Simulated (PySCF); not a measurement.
C2H4BF3, SMILES FCB(F)CF. Atoms are numbered in the order given.

```xyz
10

F     -0.5876    -2.2341     0.0000
C     -0.8345    -0.8747     0.0000
B      0.4692     0.0013     0.0000
F      1.6709    -0.5600     0.0000
C      0.3901     1.5753     0.0000
F     -0.9276     2.0187     0.0000
H     -1.4538    -0.6041     0.8790
H     -1.4538    -0.6041    -0.8790
H      0.9132     1.9883    -0.8850
H      0.9132     1.9883     0.8850
```
Charge 0, spin multiplicity 1.

Geometry optimised at B3LYP-D3(BJ)/def2-SVP. The structure was generated by enumeration, and PubChem lists no compound with its InChIKey, so it may never have been made. The values are those of a single conformer.

Level of theory: PBE/def2-TZVP in PySCF.

Isolated molecule, no solvent.

Q: Estimate the frontier levels, gap, dipole moment and polarisability. (The exact figures need the calculation; the answer reports its results.)

A: 
```yaml
highest_occupied_level: -7.07 eV
lowest_empty_level: -1.69 eV
orbital_gap: 5.38 eV
dipole_moment: 1.56 D
quadrupole, principal values (traceless, Buckingham form, about the centre of nuclear charge): -9.68, 3.35, 6.33 D·Å
mean_static_polarisability: 40.4 bohr³ (5.99 Å³)
polarisability_principal_values: 34.1, 41.2, 45.9 bohr³
```
